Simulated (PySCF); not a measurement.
**Electronic structure of I (iodine, neutral) at the UHF level**

Configuration: [Kr] 4d10 5s2 5p5, 2P determinant. Calculation: PySCF 2.14, in x2c-TZVPPall with one added diffuse shell each of s, p, d, f type (9s7p5d3f, 76 functions); scalar relativity by spin-free X2C-1e.

```json
{
  "Total energy": "-7112.661317 hartree",
  "One-electron energy": "-9752.0387 hartree",
  "Hartree (Coulomb) energy": "2819.7426 hartree",
  "Exchange energy": "-180.3652 hartree",
  "⟨S²⟩": "0.7604",
  "⟨L²⟩": "2.044",
  "Sum of ⟨r⟩": "38.14 bohr",
  "Sum of ⟨r²⟩": "62.13 bohr²",
  "Traceless quadrupole moment −½Σ⟨3z² − r²⟩ along its main axis": "2.67 e·bohr²",
  "Langevin diamagnetic susceptibility": "-49.2 ×10⁻⁶ cm³/mol"
}
```

```json
{"shell": "1s α", "electrons": "1", "mean orbital energy (hartree)": "-1224.93695", "spread (hartree)": "0", "rms radius, mean of both spins (bohr)": "0.0311"}
{"shell": "1s β", "electrons": "1", "mean orbital energy (hartree)": "-1224.93470", "spread (hartree)": "0", "rms radius, mean of both spins (bohr)": "0.0311"}
{"shell": "2s α", "electrons": "1", "mean orbital energy (hartree)": "-192.91107", "spread (hartree)": "0", "rms radius, mean of both spins (bohr)": "0.127"}
{"shell": "2s β", "electrons": "1", "mean orbital energy (hartree)": "-192.91034", "spread (hartree)": "0", "rms radius, mean of both spins (bohr)": "0.127"}
{"shell": "2p α", "electrons": "3", "mean orbital energy (hartree)": "-173.01782", "spread (hartree)": "0.00334", "rms radius, mean of both spins (bohr)": "0.113"}
{"shell": "2p β", "electrons": "3", "mean orbital energy (hartree)": "-173.01587", "spread (hartree)": "0.00125", "rms radius, mean of both spins (bohr)": "0.113"}
{"shell": "3s α", "electrons": "1", "mean orbital energy (hartree)": "-40.50682", "spread (hartree)": "0", "rms radius, mean of both spins (bohr)": "0.334"}
{"shell": "3s β", "electrons": "1", "mean orbital energy (hartree)": "-40.50430", "spread (hartree)": "0", "rms radius, mean of both spins (bohr)": "0.334"}
{"shell": "3p α", "electrons": "3", "mean orbital energy (hartree)": "-33.88971", "spread (hartree)": "0.00907", "rms radius, mean of both spins (bohr)": "0.335"}
{"shell": "3p β", "electrons": "3", "mean orbital energy (hartree)": "-33.88608", "spread (hartree)": "0.00014", "rms radius, mean of both spins (bohr)": "0.335"}
{"shell": "3d α", "electrons": "5", "mean orbital energy (hartree)": "-23.92916", "spread (hartree)": "0.00769", "rms radius, mean of both spins (bohr)": "0.313"}
{"shell": "3d β", "electrons": "5", "mean orbital energy (hartree)": "-23.92789", "spread (hartree)": "0.00497", "rms radius, mean of both spins (bohr)": "0.313"}
{"shell": "4s α", "electrons": "1", "mean orbital energy (hartree)": "-7.76067", "spread (hartree)": "0", "rms radius, mean of both spins (bohr)": "0.787"}
{"shell": "4s β", "electrons": "1", "mean orbital energy (hartree)": "-7.75374", "spread (hartree)": "0", "rms radius, mean of both spins (bohr)": "0.787"}
{"shell": "4p α", "electrons": "3", "mean orbital energy (hartree)": "-5.59000", "spread (hartree)": "0.02108", "rms radius, mean of both spins (bohr)": "0.845"}
{"shell": "4p β", "electrons": "3", "mean orbital energy (hartree)": "-5.58203", "spread (hartree)": "0.00015", "rms radius, mean of both spins (bohr)": "0.845"}
{"shell": "4d α", "electrons": "5", "mean orbital energy (hartree)": "-2.30747", "spread (hartree)": "0.02323", "rms radius, mean of both spins (bohr)": "0.994"}
{"shell": "4d β", "electrons": "5", "mean orbital energy (hartree)": "-2.30176", "spread (hartree)": "0.01249", "rms radius, mean of both spins (bohr)": "0.994"}
{"shell": "5s α", "electrons": "1", "mean orbital energy (hartree)": "-0.92423", "spread (hartree)": "0", "rms radius, mean of both spins (bohr)": "2.15"}
{"shell": "5s β", "electrons": "1", "mean orbital energy (hartree)": "-0.83492", "spread (hartree)": "0", "rms radius, mean of both spins (bohr)": "2.15"}
{"shell": "5p α", "electrons": "3", "mean orbital energy (hartree)": "-0.42093", "spread (hartree)": "0.05898", "rms radius, mean of both spins (bohr)": "2.66"}
{"shell": "5p β", "electrons": "2", "mean orbital energy (hartree)": "-0.38375", "spread (hartree)": "0", "rms radius, mean of both spins (bohr)": "2.66"}
```

Densities and radii are taken from the X2C orbitals without a picture-change correction, which distorts them close to the nucleus.

Spin-orbit constants ζ (cm⁻¹) from the X2C one-electron operator on these orbitals: bare nucleus, nucleus screened by l(l+1)(2l+1)/3 electrons, and screened by the Breit-Pauli mean field of the electrons.

```json
{"shell": "2p", "bare": "1588000", "screened nucleus": "1528000", "mean field": "1502000"}
{"shell": "3p", "bare": "303300", "screened nucleus": "291800", "mean field": "286200"}
{"shell": "3d", "bare": "46100", "screened nucleus": "37400", "mean field": "35980"}
{"shell": "4p", "bare": "55860", "screened nucleus": "53750", "mean field": "52610"}
{"shell": "4d", "bare": "6483", "screened nucleus": "5260", "mean field": "4977"}
{"shell": "5p", "bare": "4963", "screened nucleus": "4775", "mean field": "4662"}
```

To first order the Landé constant is A = -4662 cm⁻¹, so the lowest level has J = 3/2 and lies 0.289 eV below the centre of the term. First order in ζ underestimates the shift of the j = l − 1/2 level at high Z.
